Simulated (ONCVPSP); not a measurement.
**Varying the ONCV potential for B**

Base potential:

- Element: B
- Generator: ONCVPSP 4.0.1
- Type: optimised norm-conserving Vanderbilt (ONCV)
- Functional: LDA (Perdew-Wang 92)
- Relativity: scalar-relativistic
- Frozen core: [He]
- Valence charge: 3
- Reference configuration: 2s1.5 (charge +1.5)
- Partial waves: 2s: rc 1.25 bohr, ncon 4, nbas 8, qcut 6 1/bohr, 2 projectors, debl 2.6 Ha; p scattering state at 0.35 Ha: rc 1.05 bohr, ncon 4, nbas 8, qcut 9.4 1/bohr, 1 projector
- Local potential: polynomial inside 0.70 bohr (lpopt 5, dvloc0 3 Ha)
- Core correction: polynomial model core, fcfact 0.6

In the p channel the program set the typed energies aside and used 0.050 Ha.

Cutoffs, loose and tight: the cutoffs (Ha) at which the residual kinetic energy of the hardest occupied pseudo-wave falls to 1 and 0.1 mHa per electron. They do not see the model core or the augmentation charge, which bear on the density cutoff. Test errors are all-electron minus pseudo excitation energies from the reference, over the configurations 2s2 2p1; 2s2; 2s1; 2s1 2p2. A dash means not determined; rows that change the core or the reference have their own tests.

```csv
change,outcome,"cutoff, loose","cutoff, tight",bound ghosts,GHOST(+) flags above zero,largest test error (meV)
base,"generated, projector energies reset by the program",13 Ha,18 Ha,none,none,-21
s: rc 0.9,"failed: ERROR pspot: first pseudo wave function has node, program will stop",–,–,–,–,–
s: rc 1.08,"generated, projector energies reset by the program",13 Ha,46 Ha,none,none,-20
s: rc 1.16,"generated, projector energies reset by the program",13 Ha,17 Ha,none,none,-21
s: rc 1.3,"generated, projector energies reset by the program",13 Ha,17 Ha,none,none,-21
s: rc 1.46,"generated, projector energies reset by the program",13 Ha,16 Ha,none,none,-19
s: rc 1.68,"generated, projector energies reset by the program",12 Ha,15 Ha,none,none,-13
s: rc 1.78,"generated, projector energies reset by the program",11 Ha,14 Ha,none,none,-8.9
```

Reading the sweep of the s radius (base included, trends over the rows without a ghost): The loose cutoff stays near 13 Ha. The median size of the test errors (rows with all tests solved) falls from 4.9 meV at 1.08 to 2.7 meV at 1.78 bohr, with one reversal. This runs against the usual rule that a larger radius transfers worse; these runs do not show why. The generation fails at 0.9 bohr.
